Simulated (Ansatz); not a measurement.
Start from `C=[N][Al]([CH3])[SeH]` and change one atom or group to get `[CH3][Al]([CH3])[SeH]`.

Ansatz, PBE0-D4/def2-TZVP geometries, multiplicity 1. Each molecule was computed in one conformer, which needn't be the lowest.

Scalar relativity is left out up to krypton.

```csv
property,`C=[N][Al]([CH3])[SeH]`
size of the dipole moment (B3LYP/def2-TZVPP) / D,2.14
HOMO–LUMO gap (B3LYP/def2-TZVPP) / eV,5.08
size of the dipole moment (ωB97M-V/def2-TZVPP) / D,2.25
HOMO energy (PBE/def2-TZVPP) / eV,-5.30
HOMO energy (ωB97M-V/def2-TZVPP) / eV,-8.76
HOMO–LUMO gap (ωB97M-V/def2-TZVPP) / eV,9.94
```

Task: Give the same properties after the change, and the shifts. (Best estimate.)

Result: The calculation gave: 
| property | `[CH3][Al]([CH3])[SeH]` | shift |
| --- | --- | --- |
| size of the dipole moment (B3LYP/def2-TZVPP) / D | 1.61 | -0.53 |
| HOMO–LUMO gap (B3LYP/def2-TZVPP) / eV | 6.08 | 1.00 |
| size of the dipole moment (ωB97M-V/def2-TZVPP) / D | 1.70 | -0.55 |
| HOMO energy (PBE/def2-TZVPP) / eV | -5.97 | -0.67 |
| HOMO energy (ωB97M-V/def2-TZVPP) / eV | -9.22 | -0.46 |
| HOMO–LUMO gap (ωB97M-V/def2-TZVPP) / eV | 10.26 | 0.32 |

With PBE0 the HOMO falls by 0.54 eV and the LUMO rises by 0.45 eV, so the gap widens by about 0.99 eV. PBE moves the HOMO by -0.67 eV and ωB97M-V by -0.46 eV. Dipoles are sizes alone; their direction can turn.

B3LYP here is the variant with VWN-RPA as its local correlation; programs differ in this.

Spin–orbit coupling is left out; it splits and shifts lone-pair levels of the heavy atoms by tenths of an eV.
